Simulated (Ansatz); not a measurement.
Two isomers of BFH4O2Si: A = `OB(O)[SiH2]F`, B = `BO[SiH](O)F`.

Calculated with Ansatz (gas phase, PBE0-D4/def2-TZVP geometries, no zero-point term in ΔE). CBS: MP2 limit from def2 TZ/QZ plus the TZ coupled-cluster correction, frozen cores. DFT in def2-TZVPP. B3LYP here is the variant with VWN-RPA as its local correlation; programs differ in this. Each species was taken in one conformer, which may not be the lowest.

A:

```xyz
9

O    -1.819    0.071    0.001
B    -0.547   -0.041    0.488
O    -0.385   -0.229    1.819
Si    1.111    0.019   -0.692
F     2.300    0.830    0.019
H    -1.873    0.242   -0.941
H    -1.222   -0.249    2.297
H     1.619   -1.344   -1.007
H     0.816    0.701   -1.985
```

B:

Z-matrix (Å, degrees):
```
Si
O 1 1.631
F 1 1.587 2 107.9
O 1 1.620 2 106.1 3 118.2
H 1 1.473 2 111.5 3 -117.6
B 2 1.351 1 133.2 3 124.1
H 4 0.958 1 119.5 2 -165.7
H 6 1.197 2 117.9 1 179.9
H 6 1.203 2 120.0 1 -0.1
```

Problem. Which isomer does CCSD(T)/CBS put lower? Give the gap. (Estimate.)

Solution. Computed: B, by 118.1 kJ/mol.

Problem. Give E(B) − E(A) in kJ/mol with PBE0-D4, LDA (SPW92), MP2/def2-TZVPP, HF/def2-TZVPP, B3LYP-D4, B2PLYP, CCSD(T)/def2-TZVPP. (An estimate is asked.)

Solution. The calculation gave: PBE0-D4 -95.0, LDA (SPW92) -81.5, MP2/def2-TZVPP -123.2, HF/def2-TZVPP -141.9, B3LYP-D4 -110.5, B2PLYP -116.8, CCSD(T)/def2-TZVPP -114.8. None reverses the order clearly.

Problem. Does the order hold for the free energy at 298.15 K (harmonic terms from PBE0-D4)? (An estimate is asked.)

Solution. Ansatz gave: Yes: G(B) − G(A) = -123.5 kJ/mol, for one conformer each. Modes under 60 cm⁻¹, often nearly free rotors, make the harmonic entropy too high.

Largest T1 diagnostic: 0.013.

At CCSD(T), def2-SVP lies +44.8 kJ/mol from the extrapolated value and def2-TZVPP +3.3 kJ/mol. In def2-TZVPP, CCSD(T) changes the Hartree–Fock value by +27.1 kJ/mol (the triples alone add +4.0 kJ/mol) and MP2 by +18.7 kJ/mol.
